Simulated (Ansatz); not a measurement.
Isolated molecules relaxed with PBE0-D4/def2-TZVP in Ansatz; ΔE leaves out vibrations. CBS: MP2 limit from def2 TZ/QZ plus the TZ coupled-cluster correction, frozen cores. This one scheme is used for every species. Functionals use def2-TZVPP. HSE06 is defined as in plane-wave codes. def2 core potentials past Kr. For Ge, I outer-core shells are correlated without core-valence functions, which leaves a few kJ/mol of doubt a bond. Scalar relativity is left out up to krypton. One conformer a species, not always the lowest.

Consider the formal hydrolysis of a Ge–Cl bond: `[Cl][GeH2][I]` + H₂O → `[OH][GeH2][I]` + HCl.

`[Cl][GeH2][I]`:

Cartesian coordinates in Å:
```
Cl 2.055 0.209 0.196
Ge -0.065 -0.119 0.165
I -1.045 1.025 -1.829
H -0.297 -1.625 0.035
H -0.648 0.510 1.432
```

H₂O:

Cartesian coordinates in Å:
```
O 0.033 0.377 -0.090
H -0.290 -0.331 -0.651
H 0.258 -0.046 0.741
```

`[OH][GeH2][I]`:

```xyz
6

O    -0.726    0.006   -1.247
Ge    0.170   -0.340    0.238
I    -0.199    1.516    1.898
H    -0.492    0.851   -1.639
H     1.682   -0.399   -0.028
H    -0.436   -1.634    0.779
```

HCl:

Cartesian coordinates in Å:
```
Cl -0.143 -0.288 -0.553
H 0.143 0.288 0.553
```

(1) Is it downhill or uphill in electronic energy at CCSD(T)/CBS, and by how much? (An estimate is asked.)

(2) What do these levels give: revPBE-D4, r2SCAN0-D4, HSE06-D4, PBE, CCSD(T)/def2-SVP, HF/CBS(def2)? (Estimate.)

Largest T1 diagnostic among the species: 0.010.

Results:

(1) The calculation gave: Uphill: ΔE = +42.6 kJ/mol.

(2) Computed: revPBE-D4 42.4, r2SCAN0-D4 43.0, HSE06-D4 45.5, PBE 40.7, CCSD(T)/def2-SVP 29.8, HF/CBS(def2) 40.1 kJ/mol.

At CCSD(T), def2-SVP lies −12.8 kJ/mol from the extrapolated value and def2-TZVPP −5.8 kJ/mol. From BLYP to BHLYP (50 % exact exchange), in def2-TZVPP and without D4, ΔE moves by +4.5 kJ/mol.
